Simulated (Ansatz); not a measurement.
Gas-phase electronic energies from Ansatz, PBE0-D4/def2-TZVP geometries. CCSD(T)/CBS adds triple-zeta CCSD(T) − MP2 to the extrapolated MP2 energy (def2 sets, frozen cores). Functionals use def2-TZVPP. B3LYP here is the variant with VWN-RPA as its local correlation; programs differ in this. For Ge, Se outer-core shells are correlated without core-valence functions, which leaves a few kJ/mol of doubt a bond. Scalar relativity is left out up to krypton. Each species was taken in one conformer, which may not be the lowest.

Reaction (cleavage of the Si–Ge bond): `[SiH3][GeH]([SiH3])[SiH3]` + `N[SiH2][SeH]` → `[SiH3]N[SiH2][SeH]` + `[SiH3][GeH2][SiH3]`

| level | ΔE (kJ/mol) |
| --- | --- |
| PBE-D4 | -10.3 |
| B3LYP-D4 | -25.6 |
| ωB97X-V | -27.3 |
| B2PLYP | -27.7 |
| PBE0 | -15.1 |
| CCSD(T)/def2-TZVPP | -26.8 |
| MP2/def2-QZVPP | -28.1 |
| CCSD/CBS(def2) | -27.5 |

Q: What does CCSD(T)/CBS give? (Best estimate.)

A: Computed: -25.3 kJ/mol. The listed levels differ from it by 15.0, -0.3, -2.0, -2.4, 10.2, -1.5, -2.8, -2.2 kJ/mol.

Largest T1 diagnostic among the species: 0.012.

In def2-TZVPP, CCSD(T) changes the Hartree–Fock value by +16.1 kJ/mol (the triples alone add +2.3 kJ/mol) and MP2 by +14.6 kJ/mol. From PBE to PBE0 (25 % exact exchange), in def2-TZVPP and without D4, ΔE moves by −5.2 kJ/mol.

CCSD(T)/CBS has its own doubt, a few kJ/mol and more with outer-core shells, so smaller differences from it don't rank the levels.
